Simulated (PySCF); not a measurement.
C5H2FNS (charge +1 and doublet state).
Geometry (GFN2-xTB, Å), atoms numbered from 1 in this order:
```
atom  x, y, z in Å
N1     3.3872   -0.1540   -0.7407
C2     2.2644   -0.2213   -0.5220
C3     0.8922   -0.2855   -0.2528
C4     0.0963    0.8244    0.1699
F5     0.5930    2.0061    0.3417
C6    -1.2609    0.4904    0.3734
C7    -1.4920   -0.8196    0.1156
S8    -0.0408   -1.6935   -0.3887
H9    -2.0025    1.2040    0.6938
H10   -2.4279   -1.3463    0.1871
```

Identity: `N#CC1=C(F)[CH][CH+]S1` [radical] (charge +1).

Theory: UKS B3LYP, pcH-1 on C F H N S, non-relativistic, mean-field spin-orbit, GIAO in PySCF. Isolated species at its GFN2-xTB geometry, gas phase. A GFN2-xTB geometry isn't a minimum of the functional, and hyperfine couplings can be far from their values at a DFT geometry, by a factor of two or more for some ions and for spin on atoms past the first row. No stability test was run, so a lower SCF solution isn't excluded.

**Question.** The isotropic 13C couplings are -30.7, +30.6, +27.4, -22.1, +13.1 MHz. Assign them to C2; C3; C4; C6; C7.

**Answer.** 
```tsv
site	a_iso (MHz)	ρ(0) (bohr⁻³)	position	distance from C3 (Å)	spin population	largest |T| (MHz)
C2	-30.7	-0.0273	1 bond from N1	1.40	-0.10	11.5
C3	+27.4	+0.0243	largest spin population	0.00	+0.35	64.0
C4	+13.1	+0.0116	a main spin site	1.43	+0.24	47.2
C6	-22.1	-0.0197	1 bond from C7	2.37	-0.12	14.2
C7	+30.6	+0.0275	a main spin site	2.47	+0.33	51.7
```

**Question.** The isotropic 1H couplings are -23.9, +4.8 MHz. Assign them to H9; H10.

**Answer.** 
```json
{"site": "H9", "a_iso (MHz)": "+4.8", "ρ(0) (bohr⁻³)": "+0.0011", "position": "2 bonds from C7, on C6 of spin population -0.12", "distance from C3 (Å)": "3.39", "bound to": "C6", "spin population there": "-0.12", "largest |T| (MHz)": "2.9"}
{"site": "H10", "a_iso (MHz)": "-23.9", "ρ(0) (bohr⁻³)": "-0.0053", "position": "1 bond from C7", "distance from C3 (Å)": "3.51", "bound to": "C7", "spin population there": "+0.33", "largest |T| (MHz)": "14.7"}
```

ρ(0) is the spin density at the nucleus and T the dipolar tensor; a_iso includes a spin–orbit part. Largest spin populations (Mulliken): C3 (+0.35), C7 (+0.33), N1 (+0.24) and C4 (+0.24). Four atoms exceed +0.15. Main spin sites, with 60 % or more of the largest population: N1, C3, C4, C7; positions count bonds from the nearest.

Examples of negative spin density at the nucleus (bohr⁻³): C2 (-0.0273), C6 (-0.0197) and H10 (-0.0053).

The SMILES `N#CC1=C(F)[CH][CH+]S1` draws the unpaired electron on C6, whose computed spin population is only -0.12.
